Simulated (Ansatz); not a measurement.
Two isomers of C3H6BCl: A = `B/C=C/CCl`, B = `B/C(C)=C/Cl`.

Isolated molecules relaxed with PBE0-D4/def2-TZVP in Ansatz; ΔE leaves out vibrations. CCSD(T)/CBS is the MP2 limit (def2-TZVPP, def2-QZVPP) plus CCSD(T) − MP2 in def2-TZVPP, frozen cores. Double bonds are as drawn, so ΔE can hold a change between cis and trans. Functionals use def2-TZVPP. B3LYP here is the variant with VWN-RPA as its local correlation; programs differ in this. Each species was taken in one conformer, which may not be the lowest.

Task: Which is lower in electronic energy at CCSD(T)/CBS, and by how much? (An estimate is asked.)

Result: Ansatz gave: B, by 13.8 kJ/mol.

Task: Give E(B) − E(A) in kJ/mol with CCSD/def2-TZVPP, PBE0-D4, B2PLYP, MP2/def2-TZVPP, PBE-D4, B3LYP, ωB97M-V. (Best estimate.)

Result: Ansatz gave: CCSD/def2-TZVPP -11.4, PBE0-D4 -19.8, B2PLYP -14.7, MP2/def2-TZVPP -19.5, PBE-D4 -24.8, B3LYP -13.1, ωB97M-V -15.4. None reverses the order clearly.

Largest T1 diagnostic: 0.011.

The D4 term adds −3.2 kJ/mol with B3LYP and −1.7 kJ/mol with PBE0; it sums over pairs of atoms, weighted by their polarisabilities, and B3LYP, whose exchange is more repulsive, gets the larger term. From PBE to PBE0 (25 % exact exchange), in def2-TZVPP and without D4, E(B) − E(A) moves by +4.7 kJ/mol.
